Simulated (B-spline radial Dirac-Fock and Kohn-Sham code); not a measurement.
Photoemission from Si³⁺ at 10900 eV, detector at θ = 90°, φ = 0°

System: the Si³⁺ ion in the configuration [Ne] 3s1. The computed values come from a B-spline atomic structure program: Dirac-Hartree-Slater photoionisation with a Latter tail; cross sections with all multipoles, angular parameters from the dipole term and its interference with E2. Thresholds are orbital energies of the model. For linearly polarised light dσ/dΩ = σ/(4π) [1 + β P₂(cos θ) + (δ + γ cos²θ) sin θ cos φ], with θ from the polarisation vector and φ the angle between the beam and the projection of the electron momentum on the plane normal to the polarisation. The dipole factor is 1 + βP₂ and the non-dipole term is the rest of the bracket. Open shells are filled statistically over j.

```tsv
subshell	threshold (eV)	σ (kb)	β	γ	δ	dipole factor	non-dipole term	dσ/dΩ (kb/sr)
1s	1867.7	1.11	2.00	2.13	0.000	0.000	0.000	≈ 0
2s	189.3	0.0734	2.00	2.21	0.000	0.000	0.000	≈ 0
2p1/2	146.6	0.00319	0.27	1.09	0.341	0.867	+0.341	0.000307
2p3/2	145.9	0.00611	0.23	1.05	0.345	0.884	+0.345	0.000597
3s	45.41	0.00404	2.00	2.21	0.000	0.000	0.000	≈ 0
```
